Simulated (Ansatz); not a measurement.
Species: TeI2, net charge 1, doublet state. 
Coordinates optimised at B3LYP-D3(BJ)/def2-TZVP (Ansatz, a program for electronic structure):
```xyz
3

Te     0.0442     0.0179     1.0840
I      0.9639    -1.8555    -0.5414
I     -1.0073     1.8379    -0.5221
```
Charge +1, spin multiplicity 2.

Basis-set convergence of Hartree-Fock and MP2 correlation energies (hartree) with Ansatz. Correlated levels leave the core frozen unless marked. Open shells are spin-unrestricted. No spin-orbit coupling. Frozen are the shells of the preceding noble gas and the d and f shells that filled before the atom's block. In def2 rows, elements after Kr have scalar-relativistic effective core potentials.

```tsv
basis	functions	E(HF)	E(corr, MP2)
def2-SVP	78	-860.05469	-0.27638
def2-TZVPP	150	[?]	[?]
```

Task: What belongs in the gaps?

Result: 
- def2-TZVPP, E(HF): -860.09663
- def2-TZVPP, E(corr, MP2): -0.37870
